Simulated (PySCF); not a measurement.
## Property card for `C(C(=C=S)C)C#N`

Compound: C5H5NS.
SMILES with atom numbers: `[CH3:1][C:2](=[C:3]=[S:4])[CH2:5][C:6]#[N:7]` (hydrogens: H8, H9, H10 on C1; H11, H12 on C5)

Some functional groups and rings: nitrile.

GFN2-xTB geometry:

```yaml
Point_group_of_the_GFN2-xTB_geometry: C1
Rotational_constants_A_B_C_of_the_GFN2-xTB_geometry: 4.219, 1.119, 0.981 GHz
```

From PBE0/def2-SVPD ground state and vertical TDDFT (core frozen in the response) (PySCF):

```yaml
Dipole_moment: 3.41 D
HOMO_energy: -6.67 eV
LUMO_energy: -2.58 eV
HOMO–LUMO_gap: 4.09 eV
Lowest_singlet_excitation: 2.31 eV (536 nm, f = 0.000)
Strongest_line_among_the_6_lowest_singlet_transitions: S2 at 5.43 eV (229 nm, f = 0.021)
Lowest_triplet_excitation_Tamm–Dancoff: 1.93 eV
Static_isotropic_polarisability: 87.2 au
Electronic_spatial_extent_⟨r²⟩_about_the_centre_of_nuclear_charge: 1138 bohr²
```

PBE0/pcSseg-1 ground state and GIAO shieldings, non-relativistic (PySCF):

```yaml
Lowest_Hirshfeld_atomic_charge: -0.22 e on N7
Highest_Hirshfeld_atomic_charge: +0.09 e on C6
13C_chemical_shifts_computed_TMS_as_zero_by_class: 276.6 (C3), 121.6 (C6), 75.6 (C2), 20.7 (C5), 15.5 (C1) ppm
1H_chemical_shifts_computed_TMS_as_zero_by_class: 2.92 (H11/H12), 2.06 (H8/H9/H10) ppm
Isotropic_shieldings_of_nuclei_other_than_C_and_H_by_class: -35 (N7), 86 (S4) ppm
Mayer_bond_orders_between_heavy_atoms: C1–C2 1.05, C2–C3 1.68, C3–S4 1.98, C2–C5 1.05, C5–C6 0.99, C6–N7 3.04
```

Monoisotopic mass (most abundant isotopes): 111.0143 u.

1 of the 6 computed singlets lies in the visible range (750 to 380 nm, 1.65 to 3.26 eV), with an oscillator strength of 0.000. The vertical singlet–triplet gap S1 − T1 is 0.38 eV (TDDFT singlet less Tamm–Dancoff triplet; S1: HOMO→LUMO, weight 1.00; T1: HOMO→LUMO, weight 0.99). The rotational constants make it an asymmetric top with κ = (2B − A − C)/(A − C) = -0.92, nearer the prolate limit (−1). With B = h/(8π²I), that is 505.379 GHz u Å² over I, the principal moments of inertia are 119.8, 451.7 and 515.0 u Å² (most abundant isotopes). The largest Löwdin shares of the HOMO are 0.43 on S4, 0.24 on C2, 0.19 on C3 and 0.04 on C1. In wavenumbers S1 is 18700 cm⁻¹ (1 eV = 8065.54 cm⁻¹). The dipole equals about 11.4 × 10⁻³⁰ C·m (1 D = 3.33564 × 10⁻³⁰ C·m).

Geometry: GFN2-xTB, one conformer, isolated molecule. NMR classes are plain means over equivalent atoms (diastereotopic ones count apart unless rotation or inversion swaps them), as if these changed places fast; in this geometry the members of some classes differ.

Conformer computed: `[CH3:1][C:2](=[C:3]=[S:4])[CH2:5][C:6]#[N:7]`: C1–C2–C5–C6 69°.
